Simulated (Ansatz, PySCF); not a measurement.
Gas-phase reaction in SMILES: N[Si](N)(F)F + 3 [SiH4] (SiH4) → 2 F[SiH3] + 2 N[SiH3]
Each molecule is optimised on its own at B3LYP-D3(BJ)/def2-TZVP (Ansatz, an electronic-structure program), one conformer each, not searched for the lowest. Frequencies are from Ansatz or PySCF.

Wanted: bond separation energy (0 K, with B3LYP-D3(BJ) harmonic zero-point energies), in eV. Correlated levels leave the core frozen unless marked. Spin-orbit coupling is left out. No relativistic terms. Basis-set limits of correlation are two-point, X^-3; Hartree-Fock from the larger set. [CCSD(T)-MP2]/basis is that difference in the basis named.

| level | program | bond separation energy (eV) |
|---|---|---|
| PBE/def2-TZVPD | Ansatz | 1.11 |
| BLYP-D3(BJ)/def2-TZVPD | Ansatz + dftd3 | 1.05 |
| BLYP/def2-TZVPD | Ansatz | 1.02 |
| r2SCAN/def2-TZVPD | Ansatz | 1.21 |
| B3LYP/def2-TZVPD | Ansatz | [?] |
| PBE0/STO-3G | Ansatz | 1.19 |
| PBE0-D3(BJ)/def2-TZVP | Ansatz + dftd3 | 1.19 |
| PBE0-D4/def2-TZVPD | Ansatz + dftd4 | 1.18 |
| PBE0/def2-TZVPD | Ansatz | 1.15 |
| r2SCANh-D4/def2-TZVPD | Ansatz + dftd4 | 1.22 |
| HSE06/def2-TZVPD | Ansatz | 1.14 |
| wB97M-V/def2-TZVPD | Ansatz | [?] |
| wB97X-V/def2-TZVPD | Ansatz | [?] |
| SCS-MP2/6-31G | Ansatz | 1.61 |
| CCSD/6-31G* | Ansatz | 1.41 |
| RI-MP2/CBS(aug-cc-pV(T+d)Z,aug-cc-pV(Q+d)Z)+[CCSD(T)-MP2]/aug-cc-pV(T+d)Z | Ansatz | 1.14 |

Fill in the missing entries.


- B3LYP/def2-TZVPD, bond separation energy (eV): 1.07
- wB97M-V/def2-TZVPD, bond separation energy (eV): 1.16
- wB97X-V/def2-TZVPD, bond separation energy (eV): 1.13
